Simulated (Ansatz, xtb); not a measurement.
Ligand exchange: AgCl + C2H4F2 → AgF + C2H4ClF

Species: AgCl (silver chloride), singlet; C2H4F2 (1,1-difluoroethane) `CC(F)F`, singlet; AgF, singlet; C2H4ClF (1-chloro-1-fluoroethane) `CC(F)Cl`, singlet. The partners trade Cl for F: Ag–Cl and C–F bonds give way to Ag–F and C–Cl.

Shapes, held fixed at every level: PBE0-D4/def2-TZVP. Programs: Ansatz 0.2.0, xtb 6.7.1. The zero-point and thermal change to 298 K, harmonic and unscaled (PBE0-D4/def2-TZVP), is -2.9 kJ/mol.

Problem. Estimate ΔH(298 K) of this reaction.

Solution. The highest level, CCSD(T)/def2-TZVPP, gives ΔH(298 K) = +129.9 kJ/mol; the levels span +24.2 to +156.7. GFN0-xTB strays far from the other rows. The column of differences is taken from that level and isn't an error. No measured value is set beside it here. For atoms past krypton def2 sets carry core potentials with scalar relativity. Correlated rows may include outer-core shells of Ag, which these sets cover unevenly.

| level | kind | ΔH(298 K) (kJ/mol) | less CCSD(T)/def2-TZVPP |
| --- | --- | --- | --- |
| GFN0-xTB | semi-empirical | +24.2 | -105.7 |
| HF/def2-TZVPP | Hartree–Fock | +156.7 | +26.8 |
| PBE-D4/def2-TZVPP | GGA | +114.7 | -15.2 |
| r2SCAN-D4/def2-TZVPP | meta-GGA | +125.9 | -4.0 |
| BHLYP-D4/def2-TZVPP | global hybrid | +139.6 | +9.7 |
| wB97X-V/def2-TZVPP | range-separated hybrid | +125.5 | -4.4 |
| CCSD(T)/def2-SVP | coupled cluster or CI | +144.7 | +14.8 |
| CCSD(T)/def2-TZVPP | coupled cluster or CI | +129.9 | 0.0 |
